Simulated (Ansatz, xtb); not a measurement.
Isomers of C2H12NPSi2 in order of energy

4 gas-phase structures of C2H12NPSi2, from a drawn sample of its isomers (lower ones may exist). Each was relaxed with GFN2-xTB; where two conformers were screened, the lower at r2SCAN-D4/def2-SVP//GFN2-xTB is listed:

A. `CN(C)[SiH2][SiH2]P`, a singlet
B. `CC[Si@H](N)[SiH2]P`, a singlet
C. `CN([SiH3])C[SiH2]P`, a singlet
D. `N[Si@H](P)CC[SiH3]`, a singlet

Task: Make a reasoned guess at their ranking by r2SCAN-D4/def2-SVP//GFN2-xTB single-point energy.

Result: Calculated order at r2SCAN-D4/def2-SVP//GFN2-xTB: B (0.0), D (2.7), A (19.9), C (25.5) kcal/mol.

Energies above the lowest of each column, in kcal/mol; the last columns are at r2SCAN-D4/def2-SVP geometries and were run for some of them only (a dash: not run or not comparable):

```json
{"structure": "B", "GFN2-xTB": "12.5", "HF/STO-3G": "0.0", "r2SCAN-D4/def2-SVP//GFN2-xTB": "0.0", "r2SCAN-D4/def2-SVP": "0.0", "CCSD(T)/def2-SVP + ΔMP2/def2-TZVPP": "0.0"}
{"structure": "D", "GFN2-xTB": "10.0", "HF/STO-3G": "4.8", "r2SCAN-D4/def2-SVP//GFN2-xTB": "2.7", "r2SCAN-D4/def2-SVP": "3.4", "CCSD(T)/def2-SVP + ΔMP2/def2-TZVPP": "1.5"}
{"structure": "A", "GFN2-xTB": "5.5", "HF/STO-3G": "11.9", "r2SCAN-D4/def2-SVP//GFN2-xTB": "19.9", "r2SCAN-D4/def2-SVP": "–", "CCSD(T)/def2-SVP + ΔMP2/def2-TZVPP": "–"}
{"structure": "C", "GFN2-xTB": "0.0", "HF/STO-3G": "18.1", "r2SCAN-D4/def2-SVP//GFN2-xTB": "25.5", "r2SCAN-D4/def2-SVP": "–", "CCSD(T)/def2-SVP + ΔMP2/def2-TZVPP": "–"}
```

CCSD(T)/def2-SVP + ΔMP2/def2-TZVPP puts B lowest of those it was run on; GFN2-xTB picks C. Some further structures that were screened fall inside this span and aren't listed. Flexible structures stand in one conformer each, not always the lowest. Frequencies (GFN2-xTB) were run for B, D alone. ΔMP2 is the change of the MP2 energy from the smaller to the larger basis.

Over these structures GFN2-xTB departs from r2SCAN-D4/def2-SVP//GFN2-xTB by 14.9 kcal/mol on average once a common shift is removed. A GFN2-xTB relaxation took about 0.17 s and the r2SCAN-D4/def2-SVP//GFN2-xTB energy about 2.3 s on a shared host (Ansatz 0.2.0, xtb 6.7.1).
